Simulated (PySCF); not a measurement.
Simulated C 1s region for `CC#CB(O)O`, binding energy against the vacuum level.

Every computed line was given a Gaussian of 0.7 eV full width at half maximum and an area set by the number of equivalent atoms; the highest printed point is 100. Theory: PySCF, delta-SCF UKS SCAN, pcX-2 on the ionised atom, pcseg-1 elsewhere, spin-free X2C.

binding energy (eV), intensity and a bar:
```
    288.7          0 
    288.8          1 
    288.9          2 #
    289.0          5 #
    289.1         10 ###
    289.2         20 ######
    289.3         34 ##########
    289.4         52 ################
    289.5         72 ######################
    289.6         89 ###########################
    289.7         99 ##############################
    289.8         99 ##############################
    289.9         92 ############################
    290.0         83 #########################
    290.1         77 #######################
    290.2         77 #######################
    290.3         84 #########################
    290.4         94 ############################
    290.5        100 ##############################
    290.6         98 #############################
    290.7         87 ##########################
    290.8         70 #####################
    290.9         51 ###############
    291.0         35 ##########
    291.1         26 ########
    291.2         25 #######
    291.3         33 ##########
    291.4         47 ##############
    291.5         66 ####################
    291.6         84 #########################
    291.7         96 #############################
    291.8         97 #############################
    291.9         89 ###########################
    292.0         72 ######################
    292.1         52 ################
    292.2         34 ##########
    292.3         20 ######
    292.4         10 ###
    292.5          5 #
    292.6          2 #
    292.7          1 
    292.8          0
```

Problem. Count the maxima, the lines and the sites behind this envelope.

Solution. The curve has 3 maxima (at 289.8, 290.5 and 291.8 eV). Under it lie 3 lines from 3 inequivalent carbon sites.

Problem. Decompose the envelope and assign each component. Numbering: `[CH3:1][C:2]#[C:3][B:4]([OH:5])[OH:6]`.

Solution. 
```
position (eV)  relative area  line  atoms         environment
       289.73              1  C 1s     C3       alkyne carbon
       290.55              1  C 1s     C2       alkyne carbon
       291.77              1  C 1s     C1  propargylic carbon
```

The listed C 1s values span 2.04 eV, from C3 (bonded to C (triple bond) and B) to C1 (bonded to C and 3 H). The widest gap between neighbouring values is 1.22 eV, between 290.55 and 291.77 eV.

Shake-up satellites, vibrational structure and lifetime widths aren't simulated. The unrestricted hole states depart most from a pure doublet (⟨S²⟩ = 0.75; over 0.85 named) for C 1s of C2 (0.87), which makes this value less certain. One conformer (not necessarily the lowest) at the PBE0-D3(BJ)/def2-SVP geometry, without solvent, vibrations or thermal averaging.

The values belong to the conformer `[CH3:1][C:2]#[C:3][B:4]([OH:5])[OH:6]`: H–O5–B4–C3 0°, H–O6–B4–C3 180°.
